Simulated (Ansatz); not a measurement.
Consider the substitution at a C–B bond: `CC(C)B(O)O` + `[OH][GeH2][F]` → `CC(C)[O][GeH2][F]` + `OBO`.

Program: Ansatz. Geometries: PBE0-D4/def2-TZVP. ΔE: electronic, gas phase. CCSD(T)/CBS adds triple-zeta CCSD(T) − MP2 to the extrapolated MP2 energy (def2 sets, frozen cores). This one scheme is used for every species. Functionals use def2-TZVPP. For Ge outer-core shells are correlated without core-valence functions, which leaves a few kJ/mol of doubt a bond. Scalar relativity is left out up to krypton. One conformer a species, not always the lowest.

| species | ωB97X-V energy (Eh) |
| --- | --- |
| `CC(C)B(O)O` | -295.19031 |
| `[OH][GeH2][F]` | -2253.76411 |
| `CC(C)[O][GeH2][F]` | -2371.70913 |
| `OBO` | -177.22444 |

Work out ΔE.

ΔE = (-2371.70913) + (-177.22444) − (-295.19031) − (-2253.76411) = 0.02085 Eh = +54.7 kJ/mol. CCSD(T)/CBS gives +58.6 kJ/mol.

Largest T1 diagnostic among the species: 0.013.

In def2-TZVPP, CCSD(T) changes the Hartree–Fock value by +9.6 kJ/mol (the triples alone add −0.4 kJ/mol) and MP2 by +13.8 kJ/mol. From PBE to PBE0 (25 % exact exchange), in def2-TZVPP and without D4, ΔE moves by +3.3 kJ/mol.
